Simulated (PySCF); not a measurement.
C2H8OSi. Atoms are numbered in the order given.

```xyz
12

Si    -0.5268     0.4833     0.0000
C      0.4973     2.0384     0.0000
O      0.5298    -0.8068     0.0000
C      0.1276    -2.1453     0.0000
H     -1.4106     0.4167     1.2103
H     -1.4106     0.4167    -1.2103
H     -0.1507     2.9287     0.0000
H      1.1407     2.0788     0.8918
H      1.1407     2.0788    -0.8918
H     -0.4720    -2.4015     0.8940
H      1.0223    -2.7869     0.0000
H     -0.4720    -2.4015    -0.8940
```
Charge 0, spin multiplicity 1.

Geometry optimised at PBE0-D3(BJ)/def2-SVP. The values are those of a single conformer.

Computed with PBE0-D3(BJ)/def2-SVP (PySCF).

Frequencies are harmonic and unscaled.

Computed harmonic wavenumbers and intensities:
| mode | ν (cm⁻¹) | IR (km/mol) | moving atoms (share of kinetic energy) |
|---|---|---|---|
| 1 | 81 | 5.0 | O 37 %, H 29 %, C 29 % |
| 2 | 109 | 0.1 | H 96 % |
| 3 | 153 | 0.6 | H 90 % |
| 4 | 157 | 2.9 | C 36 %, H 32 %, Si 19 %, O 13 % |
| 5 | 275 | 5.2 | C 32 %, O 29 %, H 27 %, Si 12 % |
| 6 | 499 | 10.9 | H 94 % |
| 7 | 674 | 5.9 | H 43 %, C 40 %, Si 10 % |
| 8 | 727 | 51.2 | H 85 % |
| 9 | 769 | 31.6 | H 41 %, C 31 %, Si 26 % |
| 10 | 787 | 48.6 | H 35 %, O 33 %, Si 22 %, C 10 % |
| 11 | 873 | 51.1 | H 75 %, C 19 % |
| 12 | 940 | 285.3 | H 77 %, Si 17 % |
| 13 | 981 | 146.7 | H 92 % |
| 14 | 1177 | 120.7 | H 43 %, C 30 %, O 27 % |
| 15 | 1181 | 1.2 | H 76 %, C 19 % |
| 16 | 1227 | 171.8 | O 37 %, H 35 %, C 27 % |
| 17 | 1266 | 40.0 | H 77 %, C 23 % |
| 18 | 1424 | 4.2 | H 96 % |
| 19 | 1430 | 3.9 | H 96 % |
| 20 | 1475 | 3.2 | H 96 % |
| 21 | 1477 | 5.5 | H 97 % |
| 22 | 1478 | 11.7 | H 88 %, C 11 % |
| 23 | 2194 | 180.1 | H 96 % |
| 24 | 2203 | 111.4 | H 98 % |
| 25 | 3003 | 72.3 | H 97 % |
| 26 | 3063 | 0.8 | H 97 % |
| 27 | 3076 | 42.8 | H 90 %, C 10 % |
| 28 | 3132 | 29.0 | H 91 %, C 9 % |
| 29 | 3169 | 2.1 | H 91 %, C 9 % |
| 30 | 3175 | 1.2 | H 91 %, C 9 % |
